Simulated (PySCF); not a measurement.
## Working out the ionisation energy of As

As [Ar] 3d10 4s2 4p3 (4S) → As⁺ [Ar] 3d10 4s2 4p2 (3P). Computed with PySCF 2.14 in pcseg-2 (6s5p3d1f, 43 functions), with the non-relativistic Hamiltonian (point nucleus). Frozen: [Ar] 3d10. Energies in hartree (1 hartree = 27.21139 eV):

```json
{"part": "UHF", "As (lower)": "-2234.209436", "As⁺ (upper)": "-2233.862054"}
{"part": "CCSD correlation", "As (lower)": "-0.085263", "As⁺ (upper)": "-0.069167"}
{"part": "(T)", "As (lower)": "-0.002784", "As⁺ (upper)": "-0.001642"}
```

Problem. What does Hartree-Fock give?

Solution. (-2233.862054) − (-2234.209436) = 0.347382 hartree = 9.453 eV.

Problem. What do CCSD and CCSD(T) give?

Solution. The CCSD correlation energies differ by 0.016096 hartree = 0.438 eV and the triples by 0.001142 hartree = 0.031 eV, so CCSD gives 9.891 eV and CCSD(T) 9.922 eV.

Measured between the centres of the two terms (NIST): 10.008 eV, so CCSD(T) (valence) is off by -0.086 eV.

The calculation is non-relativistic.

What remains against the reference includes basis incompleteness, the frozen core and higher excitations.
